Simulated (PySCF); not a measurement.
ReO₃, SMILES [Re](=[O])(=[O])=[O] (connectivity only; charge and spin as stated), neutral, multiplicity 2.

Geometry: B3LYP-D3(BJ)/def2-TZVP. The multiplicity is an assumed one; other spin states were not compared. The isomer is the one that the SMILES or the coordinates give; other isomers of the formula were not compared. The def2 effective core potentials stand for the cores of Re; spin–orbit coupling is left out.

Computed with PySCF with CAM-B3LYP/def2-TZVPD.

Isolated molecule, no solvent.

Estimate the frontier levels, dipole moment and polarisability. (Estimate from the structure and the level; the computed values follow.)


```yaml
"α spin, highest occupied and lowest empty level": -10.36 and -2.51 eV
"β spin, highest occupied and lowest empty level": -11.52 and -4.21 eV
dipole_moment: 2.09 D
quadrupole, principal values (traceless, Buckingham form, about the centre of nuclear charge): -3.92, -3.92, 7.83 D·Å
mean_static_polarisability: 45.1 bohr³ (6.69 Å³)
polarisability_principal_values: 35.3, 50.0, 50.0 bohr³
"⟨S²⟩": 0.755 (pure state 0.75)
```
